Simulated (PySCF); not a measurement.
**Cd²⁹⁺: fine-structure interval**

Cd²⁹⁺ [Ar] 3d1 [3d3/2^1, M_J = 3/2] → Cd²⁹⁺ [Ar] 3d1 [3d5/2^1, M_J = 5/2], as a difference of total energies. All numbers are calculated (PySCF 2.14, the two-component X2C-1e Hamiltonian, in an uncontracted even-tempered set (16 s from 4.6 bohr⁻², ratio 2.8; 12 p from 6 bohr⁻², ratio 2.8; 8 d from 6 bohr⁻², ratio 2.8; 3 f from 18 bohr⁻², ratio 3)). Correlated levels: [Ne] frozen; the 74 highest virtual spinors dropped. "Screened" scales the spin-orbit matrix elements by Boettger's factors to mimic the two-electron term; Breit and QED terms are absent.

```tsv
method	fine-structure interval (cm⁻¹)
GHF (screened spin-orbit)	75463
GMP2 (screened spin-orbit)	75370
GHF (bare spin-orbit)	95376
```
